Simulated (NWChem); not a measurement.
System: InClF2; SMILES [F][In]([F])[Cl]

Output (shortened):

```
             Northwest Computational Chemistry Package (NWChem) 7.3.0
             --------------------------------------------------------

                             Geometry "geometry" -> ""
                             -------------------------

 Output coordinates in angstroms (scale by  1.889725989 to convert to a.u.)

  No.       Tag          Charge          X              Y              Z
 ---- ---------------- ---------- -------------- -------------- --------------
    1 In                  49.0000     0.00000000     0.00000000     0.28456200
    2 F                    9.0000     0.00000000    -1.65346100     1.29601400
    3 F                    9.0000     0.00000000     1.65346100     1.29601400
    4 Cl                  17.0000     0.00000000     0.00000000    -2.02383600

 Effective nuclear repulsion energy (a.u.)     488.3759336051

                              NWChem Property Module
                              ----------------------

                                 NWChem DFT Module
                                 -----------------

 Summary of "ao basis" -> "ao basis" (spherical)
 ------------------------------------------------------------------------------
       Tag                 Description            Shells   Functions and Types
 ---------------- ------------------------------  ------  ---------------------
 In                          sto-3g                 11       27   5s4p2d
 F                           sto-3g                  3        5   2s1p
 Cl                          sto-3g                  5        9   3s2p

            General Information
            -------------------
          SCF calculation type: DFT
          Wavefunction type:  closed shell.
          No. of atoms     :     4
          No. of electrons :    84
           Alpha electrons :    42
            Beta electrons :    42
          Charge           :     0
          Spin multiplicity:     1
          Use of symmetry is: off; symmetry adaption is: off
          Maximum number of iterations: 150
          AO basis - number of functions:    46
                     number of shells:    22
          Convergence on energy requested:  1.00D-06
          Convergence on density requested:  1.00D-05
          Convergence on gradient requested:  5.00D-04

              XC Information
              --------------
                         B3LYP Method XC Potential
                     Hartree-Fock (Exact) Exchange  0.200
                        Slater Exchange Functional  0.800 local
                    Becke 1988 Exchange Functional  0.720 non-local
              Lee-Yang-Parr Correlation Functional  0.810
                  VWN I RPA Correlation Functional  0.190 local

             Grid Information
             ----------------
          Grid used for XC integration:  medium
          Radial quadrature: Mura-Knowles
          Angular quadrature: Lebedev.
          Tag              B.-S. Rad. Rad. Pts. Rad. Cut. Ang. Pts.
          ---              ---------- --------- --------- ---------
          In                  1.55      123           7.0       590
          F                   0.50       49           9.0       434
          Cl                  1.00       88           8.0       590
          Grid pruning is: on
          Number of quadrature shells:   309
          Spatial weights used:  Erf1

      Superposition of Atomic Density Guess
      -------------------------------------

 Sum of atomic energies:       -6333.33823359

      Non-variational initial energy
      ------------------------------

 Total energy =   -6332.951478
 1-e energy   =   -9760.236981
 2-e energy   =    2938.909570
 HOMO         =      -0.329545
 LUMO         =       0.091169

   convergence    iter        energy       DeltaE   RMS-Dens  Diis-err
 ---------------- ----- ----------------- --------- --------- ---------
 d= 0,ls=0.0,diis     1  -6336.6583468187 -6.83D+03  8.57D-02  6.87D-01
 d= 0,ls=0.0,diis     2  -6335.5974082683  1.06D+00  5.90D-02  7.10D+00
 d= 0,ls=0.0,diis     3  -6336.8863579729 -1.29D+00  8.53D-03  4.05D-02
 d= 0,ls=0.0,diis     4  -6336.8961321433 -9.77D-03  2.86D-03  4.84D-03
 d= 0,ls=0.0,diis     5  -6336.8975901174 -1.46D-03  8.12D-05  3.30D-06
 d= 0,ls=0.0,diis     6  -6336.8975911032 -9.86D-07  6.66D-06  2.39D-08

         Total DFT energy =    -6336.897591103155
      One electron energy =    -9751.586800858304
           Coulomb energy =     3132.402575731473
    Exchange-Corr. energy =     -206.089299581420
 Nuclear repulsion energy =      488.375933605095

 Numeric. integr. density =       83.999985226469

                       DFT Final Molecular Orbital Analysis
                       ------------------------------------

 Vector   40  Occ=2.000000D+00  E=-1.758139D-01
              MO Center=  3.9D-09,  3.7D-05,  1.3D+00, r^2= 3.0D+00
   Bfn.  Coefficient  Atom+Function         Bfn.  Coefficient  Atom+Function
  ----- ------------  ---------------      ----- ------------  ---------------
    30      0.697018  2 F  px                35     -0.697034  3 F  px
    23      0.183960  1 In d -2              18     -0.067544  1 In d -2

[...]

 DFT Linear Response polarizability / au
 Frequency  =       0.0773000 / au
 Wavelength =     589.4353558 / nm
              X              Y              Z
 -----------------------------------------------
 X      13.9981177     -0.0000000      0.0000001
 Y      -0.0000000     19.8832362     -0.0000003
 Z       0.0000001     -0.0000003     31.9923153
 -----------------------------------------------
 Eigenvalues =      13.9981177     19.8832362     31.9923153
 Isotropic   =      21.9578897
 Anisotropic =      15.8911227
 -----------------------------------------------

 Magnetic Dipole Response Matrix (nonzero elements):

 Exiting AOResponse driver routine
```

Level: B3LYP/STO-3G, non-relativistic. STO-3G and 3-21G are far too small for this property and stand as cheap habits. Structure relaxed at the PBE0/def2-SVP (def2 core potentials past Kr) level.

Q: Which NWChem input produces such a log?

A: Several could match; the one computed here: the input that was run:
```
start job
memory heap 200 mb stack 900 mb global 1100 mb
geometry units angstroms noautosym nocenter noautoz
  In     0.000000     0.000000     0.284562
  F      0.000000    -1.653461     1.296014
  F      0.000000     1.653461     1.296014
  Cl     0.000000     0.000000    -2.023836
end
basis spherical
  * library sto-3g
end
dft
  xc b3lyp
  iterations 150
end
property
  response 1 0.0773
end
task dft property
```
